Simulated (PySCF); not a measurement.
CH3Zn, neutral, multiplicity 2. Atoms are numbered in the order given.

```xyz
5

Zn     0.0000     0.0000    -0.4973
C      0.0000     0.0000     1.5440
H      0.9034     0.5216     1.8852
H      0.0000    -1.0432     1.8852
H     -0.9034     0.5216     1.8852
```
Charge 0, spin multiplicity 2.

Geometry optimised at PBE-D3(BJ)/def2-TZVP. The spin state was assumed, not searched. The isomer is the one that the SMILES or the coordinates give; other isomers of the formula were not compared.

Computed with r2SCAN/def2-TZVPD (PySCF).

Mulliken values depend strongly on the basis, most of all with diffuse functions as here. ESP charges are fitted to the potential on shells at 1.4 to 2.0 van der Waals radii. Atomic charges (e):

```json
[
 {"atom": "Zn1", "meta-Löwdin": "0.48", "ESP fit": "-0.03", "Mulliken": "0.07", "Mulliken spin": "0.65"},
 {"atom": "C2", "meta-Löwdin": "-0.83", "ESP fit": "0.47", "Mulliken": "-0.49", "Mulliken spin": "0.47"},
 {"atom": "H3", "meta-Löwdin": "0.11", "ESP fit": "-0.15", "Mulliken": "0.14", "Mulliken spin": "-0.04"},
 {"atom": "H4", "meta-Löwdin": "0.11", "ESP fit": "-0.15", "Mulliken": "0.14", "Mulliken spin": "-0.04"},
 {"atom": "H5", "meta-Löwdin": "0.11", "ESP fit": "-0.15", "Mulliken": "0.14", "Mulliken spin": "-0.04"}
]
```
